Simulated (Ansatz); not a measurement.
Consider the formal exchange of groups at the Si–Si bond: `O[SiH2][SiH](Cl)Cl` + `[SiH3][SiH2]Cl` → `O[SiH2][SiH]([SiH3])Cl` + `Cl[SiH2]Cl`.

Calculated with Ansatz (gas phase, PBE0-D4/def2-TZVP geometries, no zero-point term in ΔE). CCSD(T)/CBS adds triple-zeta CCSD(T) − MP2 to the extrapolated MP2 energy (def2 sets, frozen cores). Functionals use def2-TZVPP. B3LYP here is the variant with VWN-RPA as its local correlation; programs differ in this. Each species was taken in one conformer, which may not be the lowest.

Question: Is it downhill or uphill in electronic energy at CCSD(T)/CBS, and by how much? (An estimate is asked.)

Answer: Computed: Downhill: ΔE = -5.4 kJ/mol.

Question: What do these levels give: PBE0-D4, B3LYP-D4, ωB97M-V, PBE, PBE0, B3LYP, SCS-MP2/def2-TZVPP, HF/def2-QZVPP, MP2/def2-QZVPP, SCS-MP2/def2-QZVPP, MP2/CBS(def2), CCSD/CBS(def2)? (Best estimate.)

Answer: Ansatz gave: PBE0-D4 -4.9, B3LYP-D4 -3.5, ωB97M-V -4.8, PBE -3.9, PBE0 -4.4, B3LYP -2.7, SCS-MP2/def2-TZVPP -5.2, HF/def2-QZVPP -2.4, MP2/def2-QZVPP -6.0, SCS-MP2/def2-QZVPP -5.0, MP2/CBS(def2) -5.9, CCSD/CBS(def2) -4.8 kJ/mol.

Largest T1 diagnostic among the species: 0.012.

In def2-TZVPP, CCSD(T) changes the Hartree–Fock value by −3.2 kJ/mol (the triples alone add −0.6 kJ/mol) and MP2 by −3.8 kJ/mol.
